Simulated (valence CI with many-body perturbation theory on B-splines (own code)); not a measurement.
Mo XI: E2, M1, M2 decay

Method: configuration interaction combined with many-body perturbation theory (CI+MBPT): four valence electrons over a frozen Dirac-Fock core [Ar] 3d10, a basis of 11 s, 11 p, 9 d, 7 f, 5 g, 2 h, 1 i functions for each j, with the one-electron correlation potential Σ1 (screened to all orders), the two-electron term Σ2, the three-electron term Σ3, Breit, model QED; selected single and double excitations, second order for the rest, scaled by the run's own slope (own B-spline code, finite nucleus).

No measured spectrum was set against this ion. As an estimate, levels hold to about 250 cm⁻¹ or 0.2 % of their energy and the worst to 1 %, as in measured heavy ions of charge 2 to 7; those with d or f electrons hold less well.

Lines 1 to 13 of 13 in falling wavelength, among levels below 702680 cm⁻¹, chosen from the decays that carry over 1 % of a level's rate. Wavelengths and rates use the calculated energies, so an error of 600 cm⁻¹ moves a line at 362.0 nm by 2.2 % and its rate by three times that or more. Electric multipoles are in the length gauge, E1 and E2 with the static RPA response of the core. S is in atomic units (e²a₀⁴ for E2 and M2, e²a₀⁶ for E3), for M1 in squared Bohr magnetons. Weak lines are less certain than strong ones. Lines between different terms over intervals too small for the method are left out, as are lines whose strength nearly cancels.

Names give the largest LS component (configuration and term), which can be under half, so a name can repeat, a term be missing and a line seem to break the LS rules; names also repeat where a configuration has a term twice.

| λ vac (nm) | Upper | Lower | Type | A (s⁻¹) | S (a.u.) |
| --- | --- | --- | --- | --- | --- |
| 1048 | 4s2 4p2 3P_2 | 4s2 4p2 3P_1 | M1 | 8.11e+00 | 1.73e+00 |
| 599.3 | 4s2 4p 4d 3F°_4 | 4s2 4p 4d 3F°_3 | M1 | 9.07e+01 | 6.52e+00 |
| 567.6 | 4s2 4p2 3P_1 | 4s2 4p2 3P_0 | M1 | 8.88e+01 | 1.81e+00 |
| 368.3 | 4s2 4p2 3P_2 | 4s2 4p2 3P_0 | E2 | 2.59e-01 | 7.84e-01 |
| 362.0 | 4s2 4p2 1D_2 | 4s2 4p2 3P_2 | M1 | 1.83e+02 | 1.61e+00 |
| 269.1 | 4s2 4p2 1D_2 | 4s2 4p2 3P_1 | M1 | 2.15e+02 | 7.78e-01 |
| 173.0 | 4s2 4p2 1S_0 | 4s2 4p2 3P_2 | E2 | 2.54e+01 | 3.52e-01 |
| 148.5 | 4s2 4p2 1S_0 | 4s2 4p2 3P_1 | M1 | 1.66e+03 | 2.02e-01 |
| 83.39 | 4s2 4p 4d 3F°_4 | 4s 4p3 3P°_2 | E2 | 5.20e+01 | 1.69e-01 |
| 66.22 | 4s2 4p 4d 3F°_4 | 4s 4p3 3D°_3 | M1 | 1.34e+01 | 1.30e-03 |
| 63.29 | 4s2 4p 4d 3F°_4 | 4s 4p3 3D°_2 | E2 | 4.77e+01 | 3.89e-02 |
| 47.99 | 4s2 4p 4d 3F°_4 | 4s 4p3 5S°_2 | E2 | 3.81e+01 | 7.80e-03 |
| 28.21 | 4s2 4p 4d 3F°_4 | 4s2 4p2 1D_2 | M2 | 6.16e+01 | 8.84e-04 |
